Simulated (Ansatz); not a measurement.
Ansatz results at the PBE0-D4/def2-TZVP geometry: size of the dipole moment (ωB97M-V/def2-TZVPP) 1.02 D; HOMO energy (B3LYP/def2-TZVPP) -5.43 eV; size of the dipole moment (B3LYP/def2-TZVPP) 1.03 D.

Each molecule was computed in one conformer, which needn't be the lowest.

Task: Which molecule gave them?
A. `C=C(N)NC`
B. `[AlH2][C]1=[N][SnH2]1`
C. `C=C=C(F)N[SiH3]`
D. `C=C(N)CN`

Result: A. The others give `C=C=C(F)N[SiH3]`: 1.42, -6.23, 1.46; `[AlH2][C]1=[N][SnH2]1`: 1.91, -7.20, 2.04; `C=C(N)CN`: 1.69, -5.60, 1.67.

B3LYP here is the variant with VWN-RPA as its local correlation; programs differ in this.
